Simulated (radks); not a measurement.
The rubidium ion Rb35+, configuration [He]. Method: scalar-relativistic Kohn-Sham, PBE, spin-unpolarised, spherical densities, point nucleus; computed with a radial shooting solver on a logarithmic mesh with Libxc functionals.

Normalised radial functions P(r) = r R(r), r in bohr:

```
   r/bohr * 1s (the largest magnitude, 4.49, reaches the edge; | marks zero)
 0.001845 |         *
 0.001983 |          *
 0.002148 |           *
 0.002309 |            *
 0.002481 |             *
 0.002688 |              *
 0.002888 |               *
 0.003129 |                *
 0.003362 |                 *
 0.003642 |                  *
 0.003914 |                   *
 0.004207 |                    *
 0.004557 |                      *
 0.004897 |                       *
 0.005305 |                         *
 0.005701 |                          *
 0.006176 |                            *
 0.006637 |                             *
 0.007132 |                               *
 0.007726 |                                 *
 0.008303 |                                  *
 0.008995 |                                    *
 0.009666 |                                      *
  0.01047 |                                        *
  0.01125 |                                         *
  0.01209 |                                           *
   0.0131 |                                             *
  0.01408 |                                              *
  0.01525 |                                                *
  0.01639 |                                                 *
  0.01775 |                                                   *
  0.01908 |                                                    *
   0.0205 |                                                     *
  0.02221 |                                                     *
  0.02387 |                                                      *
  0.02586 |                                                      *
  0.02779 |                                                      *
   0.0301 |                                                     *
  0.03235 |                                                     *
  0.03477 |                                                    *
  0.03766 |                                                  *
  0.04047 |                                                 *
  0.04384 |                                              *
  0.04712 |                                            *
  0.05104 |                                         *
  0.05485 |                                      *
  0.05895 |                                   *
  0.06386 |                                *
  0.06862 |                            *
  0.07434 |                         *
  0.07989 |                      *
  0.08654 |                  *
    0.093 |               *
  0.09995 |             *
   0.1083 |          *
   0.1164 |        *
    0.126 |      *
   0.1355 |    *
   0.1467 |   *
   0.1577 |  *
```

1s: eigenvalue -18097.8 eV, 0 radial nodes, <r> = 0.0400 bohr, 90 % of the charge inside 0.0714 bohr.
